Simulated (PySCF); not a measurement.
# Electronic structure of Be+ (beryllium, charge +1) at the UHF level

Configuration: [He] 2s1, 2S determinant. Calculation: PySCF 2.14, in cc-pVTZ-DK; scalar relativity by spin-free X2C-1e.

| Property | Result |
| --- | --- |
| Total energy | -14.279707 hartree |
| One-electron energy | -17.6142 hartree |
| Hartree (Coulomb) energy | 5.8422 hartree |
| Exchange energy | -2.5077 hartree |
| ⟨S²⟩ | 0.7500 |
| ⟨L²⟩ | 0.000 |
| Sum of ⟨r⟩ | 3.112 bohr |
| Sum of ⟨r²⟩ | 6.558 bohr² |
| Langevin diamagnetic susceptibility | -5.19 ×10⁻⁶ cm³/mol |
| Time after the integrals | 0.03 s of wall time on 1 thread of Intel(R) Xeon(R) 6975P-C (shared host) |

| shell | electrons | mean orbital energy (hartree) | rms radius, mean of both spins (bohr) |
| --- | --- | --- | --- |
| 1s α | 1 | -5.15905 | 0.482 |
| 1s β | 1 | -5.11986 | 0.482 |
| 2s α | 1 | -0.66626 | 2.47 |
